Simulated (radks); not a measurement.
Q: P V, 11 electrons, occupied as [Ne] 3s1 (the NIST ground configuration). Method: scalar-relativistic Kohn-Sham, r2SCAN, spin-polarised, spherical densities, finite nucleus; open shells are filled with parallel spins first; meta-GGA in the generalised Kohn-Sham scheme; Fermi nuclear charge, rms radius 3.1889 fm; computed with a radial shooting solver on a logarithmic mesh with Libxc functionals. Some entries of the table are withheld. Estimate them.

| orbital | occ. | eigenvalue (eV) | <r> (bohr) |
|---|---|---|---|
| 1s up | 1 | -2155.014 | 0.1036 |
| 1s down | 1 | -2154.763 | 0.1036 |
| 2s up | 1 | (1) | 0.5152 |
| 2s down | 1 | (2) | 0.5155 |
| 2p up | 3 | -183.2204 | 0.4806 |
| 2p down | 3 | -182.8693 | 0.4799 |
| 3s up | 1 | -59.8359 | 1.600 |
| 3p up | 0 | -48.3644 | 1.718 |

A: 
(1) 2s up eigenvalue (eV): -234.5510
(2) 2s down eigenvalue (eV): -234.3040
